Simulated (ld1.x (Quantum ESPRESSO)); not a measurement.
manganese (Mn): one change to a TM potential, before and after

manganese (Mn), norm-conserving Troullier–Martins (Kleinman–Bylander form), made with ld1.x (Quantum ESPRESSO) 7.5 (LDA (PZ), fully relativistic). Core [Ne] 3s2, reference 3p6 3d5 4s1.5 4p0 (charge +0.5). Waves: 4s (bound): rc 2.20 bohr; 3p (bound): rc 1.05 bohr; 3d (bound): rc 1.30 bohr; 4f channel at 0.3 Ry: rc 1.90 bohr. Local part: the f channel. Core correction: Bessel-smoothed model core, default radius (core density twice the valence density).

Open shells are filled in proportion to 2j + 1 (rel_dist='average').

All-electron outer shells of the reference configuration (LDA (PZ), scalar-relativistic, ld1.x):

```csv
shell,level (eV),outermost node (bohr),outermost maximum (bohr)
3s,-89.37,0.34,0.74
3p,-58.45,0.31,0.75
3d,-10.93,–,0.75
4s,-8.62,1.05,2.41
4p,-4.29,1.15,3.10
```

Change: wave 4s (bound): rc 2.20 bohr becomes 4s (bound): rc 1.62 bohr.

Cutoffs: the cutoffs (Ry, on a coarse ladder) from which the occupation-weighted sum of valence levels, in a spherical-Bessel basis at the reference potential, stays within 10 and 1 mRy of its value at 400 Ry; they do not see the model core or the augmentation charge, which bear on the density cutoff. Errors are all-electron minus pseudo energies relative to the spin-unpolarised reference configuration.

Q: Predict the effect on cutoff, ghosts and configuration errors.

A: The potential gets neither clearly harder nor softer (140 Ry and 180 Ry → 140 Ry and 180 Ry); both files keep a bound ghost (s); of the 7 tests that both files solve, the error grows in 3 and shrinks in 2 by more than 15 % and 0.3 meV (median size 10.0 → 22.6 meV).

| quantity | base | changed |
| --- | --- | --- |
| cutoff, loose | 140 Ry | 140 Ry |
| cutoff, tight | 180 Ry | 180 Ry |
| loose cutoff by channel (10 mRy a level) | s 12 Ry, p 50 Ry, d 110 Ry | s 30 Ry, p 50 Ry, d 110 Ry |
| bound ghosts | s | s |
| error for 3p6 3d5 4s2 4p0, meV [ΔE -3.47 eV] | -1.3 | -1.5 |
| error for 3p6 3d5 4s1 4p0, meV [ΔE 5.19 eV] | -1.9 | -1.3 |
| error for 3p6 3d5 4s0 4p0, meV [ΔE 21.07 eV] | -23 | -5.4 |
| error for 3p6 3d4 4s2 4p0, meV [ΔE 9.98 eV] | -105 | -163 |
| error for 3p6 3d5 4s1 4p1, meV [ΔE 0.46 eV] | +47 | +48 |
| error for 3p6 3d5.5 4s1.5 4p0, meV [ΔE -3.97 eV] | -10 | -23 |
| error for 3p6 3d4 4s2 4p1, meV [ΔE 4.45 eV] | +5.6 | -31 |

 A true bound ghost makes a file unfit for plane-wave use even where its test errors are small: the radial tests pick states by their node count and pass the ghost by.
